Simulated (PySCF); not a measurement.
SMILES C[SiH2]CC[SiH](F)F, GFN2-xTB optimised geometry.

```
17

Si    -2.25    -1.19    -0.64
F     -3.69    -1.38    -1.31
F     -1.81    -2.70    -0.37
C     -1.09    -0.40    -1.90
C      0.41    -0.54    -1.58
Si     0.99     0.36     0.00
C      0.35     2.15     0.00
H     -2.46    -0.57     0.65
H     -1.28    -0.86    -2.87
H     -1.33     0.66    -2.01
H      0.98    -0.16    -2.43
H      0.65    -1.60    -1.49
H      2.46     0.36     0.00
H      0.50    -0.34     1.19
H      0.63     2.67    -0.91
H     -0.74     2.18     0.08
H      0.75     2.70     0.84
```

Density from PySCF 2.14.0 with PBE0/def2-SVP at that geometry.

Minimum of the electron density along straight lines between bonded atoms, close to the bond critical point (lines longer than 1.1 times the sum of covalent radii, or with two minima, are not listed):

```
bond     length / Å  ρ at the minimum / e bohr⁻³  ∇²ρ there / e bohr⁻⁵  position (fraction from the first atom)
-------  ----------  ---------------------------  --------------------  ---------------------------------------
Si1–F2        1.604                        0.121                  1.11                                     0.42
Si1–F3        1.601                        0.121                  1.13                                     0.42
Si1–C4        1.887                        0.119                  0.31                                     0.38
C4–C5         1.534                            …                 -0.49                                     0.51
C5–Si6        1.907                        0.111                  0.31                                     0.62
Si6–C7        1.899                        0.111                  0.32                                     0.38
Si1–H8        1.443                        0.126                  0.34                                     0.49
C4–H9         1.096                        0.269                 -0.95                                     0.63
C4–H10        1.092                        0.271                 -0.96                                     0.62
C5–H11        1.093                        0.271                 -0.96                                     0.62
C5–H12        1.091                        0.273                 -0.97                                     0.62
Si6–H13       1.470                        0.116                  0.32                                     0.49
Si6–H14       1.469                        0.116                  0.33                                     0.49
C7–H16        1.087                        0.271                 -0.96                                     0.62
C7–H17        1.086                        0.272                 -0.98                                     0.63
```

Problem. Fill in the missing entries.

Solution. 
- C4–C5, ρ at the minimum / e bohr⁻³: 0.232
